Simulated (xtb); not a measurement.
MoF₃H₃, SMILES [F][MoH3]([F])[F], multiplicity 1. All values are semi-empirical tight-binding results from xtb (GFN2-xTB unless named), good for trends rather than for accurate numbers. Geometry optimised at GFN2-xTB. The multiplicity is an assumed one; no other spin state was optimised. The structure was generated by enumeration; whether it is a known compound was not checked.

For metal compounds this method's bond lengths and energies can be far off.

Computed properties:
The point group as xtb finds it is C3v and the orbital gap comes out as 2.54 eV. The zero-point energy comes out as 17.4 kcal/mol and the G − E(el) at 298.15 K (modified RRHO) is -0.9 kcal/mol.
